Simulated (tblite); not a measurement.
Compound: C₅H₁₁OSi (doublet state).
Numbering: `[H]/[C:1]=[CH:2]\[O:3][SiH2:4][CH2:5][CH2:6][CH3:7]` (hydrogens: H8 on C1; H9 on C2; H10, H11 on Si4; H12, H13 on C5; H14, H15 on C6; H16, H17, H18 on C7)

Geometry (GFN2-xTB, Å), atoms numbered from 1 in this order:
```xyz
18
C5H11OSi angstrom
C      4.2359   -0.0864   -0.2011
C      3.3675    0.4752    0.5732
O      2.0057    0.4556    0.4422
Si     1.0405   -0.2359   -0.6695
C     -0.6820    0.2536   -0.0542
C     -1.7842   -0.3246   -0.9318
C     -3.1697    0.0831   -0.4435
H      4.2850   -0.6791   -1.0816
H      3.6571    1.0480    1.4491
H      1.2278   -1.6907   -0.6957
H      1.3177    0.2948   -2.0088
H     -0.7790    1.3406   -0.0333
H     -0.8283   -0.0898    0.9715
H     -1.7080   -1.4136   -0.9391
H     -1.6471    0.0167   -1.9596
H     -3.3248   -0.2510    0.5805
H     -3.9439   -0.3556   -1.0691
H     -3.2791    1.1655   -0.4704
```

Computed with GFN2-xTB (tblite): harmonic, unscaled wavenumbers at the GFN2-xTB geometry, gas phase. This tight-binding method is rough: wavenumbers can miss measured ones by several per cent, in bad cases by 10 to 20. Modes of hydrogen on silicon can be 10 to 20 % off. One conformer, not necessarily the lowest. Open shells enter through the occupations alone, without spin polarisation, and single modes of such species can be off by tens of per cent.

Harmonic wavenumbers (cm⁻¹): 44.2, 55.0, 76.9, 101.4, 152.4, 169.1, 235.0, 240.5, 349.2, 421.3, 488.8, 560.4, 608.1, 734.2, 739.4, 741.6, 762.1, 786.1, 819.3, 840.2, 902.8, 956.1, 1009.0, 1064.3, 1078.0, 1124.6, 1226.2, 1244.8, 1247.9, 1284.0, 1353.9, 1414.2, 1478.4, 1503.6, 1504.0, 1508.0, 1682.6, 2208.3, 2244.6, 2962.7, 2974.9, 2981.2, 2988.2, 2989.5, 3026.5, 3028.7, 3033.9, 3218.9.

A = 9902, B = 775.6, C = 735.1 MHz; mass 115.058 u (most abundant isotopes); point group Cs, symmetry number 1; spin multiplicity 2.

Q: What is the zero-point energy?

A: ½Σν̃ = 31082 cm⁻¹ = 88.87 kcal/mol.

Q: What is S at 200 K and 1 bar for an ideal gas of classical rigid rotors and harmonic oscillators?

A: Translation 38.18, rotation 27.24, vibration 21.92, spin (R ln 2) 1.38: S = 88.7 cal/(mol K).

Q: And Cp and H(200 K) − H(0)?

A: Cp = 28.69 cal/(mol K), of which vibrations give 20.74 (their classical limit is 48 R = 95.4); H(200 K) − H(0) = 3.86 kcal/mol without the zero-point energy, 2.27 from vibrations.

Q: What must be added to the electronic energy to get the Gibbs energy at 200 K and 1 bar?

A: ZPE + [H(200 K) − H(0)] − T·S = 88.87 + 3.86 − 17.74 = 74.99 kcal/mol.

Q: Blend soft modes into free rotors: weight 1/[1 + (100 cm⁻¹/ν̃)⁴] for the oscillator and the rest for a rotor with moment μB/(μ + B), μ = h/(8π²ν), B = 10⁻⁴⁴ kg m². What vibrational entropy results?

A: 19.86 cal/(mol K) in place of 21.92, which changes −T·S at 200 K by +0.41 kcal/mol.

Q: Which modes carry the vibrational entropy at 200 K?

A: 44.2 cm⁻¹: 4.27; 55.0 cm⁻¹: 3.84; 76.9 cm⁻¹: 3.19; 101.4 cm⁻¹: 2.66; 152.4 cm⁻¹: 1.90; 169.1 cm⁻¹: 1.72 cal/(mol K); the other 42 give 4.34 together.

Q: How do the functions run with temperature in this model?

A: 
```tsv
T (K)	S (cal/(mol K))	Cp (cal/(mol K))	H − H(0) (kcal/mol)	G − H(0) (kcal/mol)	ln q(vib)
50	60.2	14.7	0.54	-2.47	0.75
100	72.2	20.1	1.42	-5.79	2.31
298.15	101.9	37.9	7.12	-23.25	8.03
373.15	111.1	44.7	10.22	-31.24	10.02
500	125.6	54.6	16.54	-46.27	13.29
750	150.6	68.5	32.05	-80.89	19.37
1000	171.7	77.9	50.43	-121.24	24.96
```

q(vib) and H(0) count from the zero-point level.

Hindered rotation and anharmonicity are outside this model. Other conformers, if any are populated, would add a mixing term that is left out.
